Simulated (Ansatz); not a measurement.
Species: C3H5N, SMILES `NC1=CC1` (charge 0, multiplicity 1), formula C$_{3}$H$_{5}$N.

How many basis functions does frozen-core CCSD(T)/cc-pVTZ // PBE0-D4/def2-TZVP (Ansatz, a quantum-chemistry and plane-wave program) use, how many core orbitals are frozen, and how many electrons are correlated?

190 basis functions and 4 frozen orbitals, which leaves 22 correlated electrons. Core time is of the order of minutes.
